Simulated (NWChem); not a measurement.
Molecule: CH5BeNS; SMILES C[S][Be][NH2]

```xyz
9

Be     0.1764    -1.0473    -0.0002
N     -0.2040    -2.4967     0.0000
H     -0.3486    -3.0680    -0.8261
H     -0.3485    -3.0669     0.8270
S      0.6816     0.7858     0.0000
C     -0.9465     1.6265     0.0000
H     -1.5308     1.3789    -0.8963
H     -0.7486     2.7069    -0.0029
H     -1.5286     1.3830     0.8988
```
Atoms are numbered in this order, from 1.

All runs: NWChem. Pople sets run with spherical d functions. The geometry was optimised at PBE0/def2-SVP. Ions are spin-unrestricted doublets at the neutral geometry; other ion states weren't tried. Functional: LC-ωPBE (HJS hole) with 6-31G*; rows give the range parameter ω in 1/bohr.

| range parameter (1/bohr) | vertical ionisation energy, ΔSCF (eV) | −ε(HOMO) (eV) | ΔSCF minus −ε(HOMO) (eV) |
|---|---|---|---|
| 0.05 | 8.57 | 6.16 | 2.41 |
| 0.10 | 8.64 | 6.88 | 1.76 |
| 0.25 | 9.01 | 8.47 | 0.54 |
| 0.30 | 9.04 | 8.83 | 0.21 |
| 0.60 | 9.14 | 9.95 | -0.81 |
